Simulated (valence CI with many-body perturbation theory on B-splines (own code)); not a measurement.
The numbers below are computed, except where a source is named.
Tb51+: what each term of the Hamiltonian does

Level of theory: configuration interaction combined with many-body perturbation theory (CI+MBPT): four valence electrons over a frozen Dirac-Fock core [Ne], radial functions for each j: 11 s, 11 p, 9 d, 7 f, 5 g, 2 h, 1 i, with the one-electron correlation potential Σ1 (screened to all orders), the two-electron term Σ2, the three-electron term Σ3, Breit, model QED; selected single and double excitations, second order for the rest (own B-spline code, finite nucleus).

No measured spectrum was set against this ion. As an estimate, large intervals hold to a few tenths of a per cent, small ones and those within an open d or f shell to about a per cent.

Each rung adds one term. CI alone is the Dirac-Coulomb CI over the frozen core; QED comes last and gives the full result, which names the levels. Energies are above (3s^2 3p1/2^2) J=0 on the same rung, in × 10³ cm⁻¹.

Levels are named by their leading jj configuration (3d3/2^4 stands for four electrons in 3d with j = 3/2), which in mixed levels can hold well under half, so a name can repeat and another be missing. Letters in brackets count levels of one name in rising energy.

```
                         Level  CI alone     Σ1     Σ2     Σ3   Breit     QED    Full
        (3s^2 3p1/2 3p3/2) J=1    1504.1  +1.07  +0.90  +0.15  -20.44   +2.23  1488.0
        (3s^2 3p1/2 3p3/2) J=2    1572.1  +1.07  +0.63  +0.03  -23.07   +2.22  1553.0
        (3s 3p1/2^2 3p3/2) J=2    2614.8  -0.93  +0.64  +0.53   -3.50  -20.02  2591.5
        (3s 3p1/2^2 3p3/2) J=1    2813.2  -0.91  -1.34  +0.32   -4.81  -17.81  2788.7
        (3s^2 3p1/2 3d3/2) J=2    3027.2  -0.74  -0.98  -0.25  -28.62   -1.69  2995.0
            (3s^2 3p3/2^2) J=2    3122.5  +2.12  +1.53  +0.07  -41.78   +4.24  3088.7
            (3s^2 3p3/2^2) J=0    3261.1  +2.13  +1.04  -0.17  -39.00   +4.21  3229.3
        (3s^2 3p1/2 3d3/2) J=1    3316.3  -0.77  -5.89  -1.09  -22.73   -4.59  3281.2
        (3s^2 3p1/2 3d5/2) J=2    3512.4  +0.18  -2.76  -0.56  -36.01   -1.76  3471.5
        (3s^2 3p1/2 3d5/2) J=3    3523.3  +0.22  -2.01  -0.63  -40.93   -0.87  3479.1
    (3s 3p1/2 3p3/2^2) J=2 [a]    4085.0  +0.10  +1.17  +0.42  -22.67  -17.23  4046.8
        (3s 3p1/2^2 3d3/2) J=1    4159.5  -2.75  -1.68  -0.10   -6.05  -24.31  4124.6
        (3s 3p1/2 3p3/2^2) J=3    4203.9  +0.15  +0.97  +0.43  -28.03  -16.92  4160.6
        (3s 3p1/2^2 3d3/2) J=2    4209.2  -2.73  -2.04  -0.23   -8.01  -24.30  4171.9
        (3s 3p1/2 3p3/2^2) J=0    4279.5  +0.14  +1.26  +0.39  -22.03  -16.23  4243.0
    (3s 3p1/2 3p3/2^2) J=1 [a]    4377.7  +0.15  -0.42  +0.30  -25.22  -15.81  4336.7
    (3s 3p1/2 3p3/2^2) J=2 [b]    4391.4  +0.18  -1.01  +0.32  -29.54  -13.80  4347.5
    (3s 3p1/2 3p3/2^2) J=1 [b]    4463.2  +0.13  -3.28  +0.11  -22.04  -18.07  4420.0
        (3s 3p1/2^2 3d5/2) J=3    4621.1  -1.80  -3.05  -0.36  -20.14  -23.32  4572.4
        (3s 3p1/2^2 3d5/2) J=2    4715.2  -1.83  -3.40  -0.68  -18.01  -23.70  4667.6
        (3s^2 3p3/2 3d3/2) J=3    4794.2  +0.34  -3.09  -0.86  -49.74   -0.17  4740.7
        (3s^2 3p3/2 3d3/2) J=2    4805.9  +0.26  -5.22  -0.75  -42.19   -4.46  4753.6
        (3s^2 3p3/2 3d3/2) J=1    4811.2  +0.30  -4.17  -0.74  -43.53   -2.29  4760.7
        (3s^2 3p3/2 3d3/2) J=0    4818.1  +0.31  -3.76  -0.81  -41.75   -1.75  4770.4
        (3s^2 3p3/2 3d5/2) J=4    4986.0  +1.28  +0.04  -0.31  -60.74   +1.50  4927.8
        (3s^2 3p3/2 3d5/2) J=2    5037.6  +1.25  -1.00  -0.33  -57.40   +0.48  4980.6
        (3s^2 3p3/2 3d5/2) J=3    5225.8  +1.20  -4.30  -1.23  -58.45   +0.84  5163.8
        (3s^2 3p3/2 3d5/2) J=1    5282.7  +1.24  -2.99  -1.50  -54.67   +0.73  5225.5
(3s 3p1/2 3p3/2 3d3/2) J=2 [a]    5460.5  -1.76  -0.41  +0.64  -17.44  -29.28  5412.3
(3s 3p1/2 3p3/2 3d3/2) J=0 [a]    5517.6  -1.72  +0.90  +0.30  -21.66  -23.73  5471.7
(3s 3p1/2 3p3/2 3d3/2) J=1 [a]    5541.8  -1.70  +0.57  +0.14  -26.25  -22.10  5492.5
```

The middle columns are the shifts that each term adds.

How does the ionisation energy move along the ladder, and which term matters most?

CI alone 4766.8, + Σ1 4767.8, + Σ2 4767.9, + Σ3 4767.7, + Breit 4761.5, + QED 4761.5 eV. The largest step is Breit, -6.2 eV. NIST lists 4760 ± 4 eV (theoretical).
